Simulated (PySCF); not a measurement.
SMILES [Si]([Si]([Si](Cl)(Cl)Cl)Cl)(Cl)(Cl)Cl, doublet, PBE0/def2-SVP optimised geometry.

```
10

Cl     2.43    -1.10     0.00
Si     0.36    -1.10     0.00
Si    -0.41     1.10     0.00
Cl    -0.06     1.98     1.82
Cl     0.47     2.25    -1.45
Cl    -2.43     1.02    -0.34
Si    -0.40    -2.37    -1.81
Cl    -2.40    -2.78    -1.53
Cl     0.64    -4.13    -1.89
Cl    -0.17    -1.38    -3.59
```

Density from unrestricted PBE0/def2-TZVP run with PySCF at that geometry.

Minimum of the electron density along straight lines between bonded atoms, close to the bond critical point (lines longer than 1.1 times the sum of covalent radii, or with two minima, are not listed):

```
bond      length / Å  ρ at the minimum / e bohr⁻³  ∇²ρ there / e bohr⁻⁵  position (fraction from the first atom)
--------  ----------  ---------------------------  --------------------  ---------------------------------------
Cl1–Si2        2.072                        0.096                  0.22                                     0.64
Si2–Si3        2.337                        0.096                 -0.17                                     0.47
Si3–Cl4        2.051                        0.102                  0.21                                     0.36
Si3–Cl5        2.051                        0.102                  0.21                                     0.36
Si3–Cl6        2.054                        0.101                  0.21                                     0.36
Si2–Si7        2.339                        0.095                     ?                                     0.47
Si7–Cl8        2.052                        0.102                  0.21                                     0.36
Si7–Cl9        2.050                        0.102                  0.21                                     0.36
Si7–Cl10       2.054                        0.101                  0.21                                     0.36
```

**Question.** What belongs in the gaps?

**Answer.** 
- Si2–Si7, ∇²ρ there / e bohr⁻⁵: -0.16
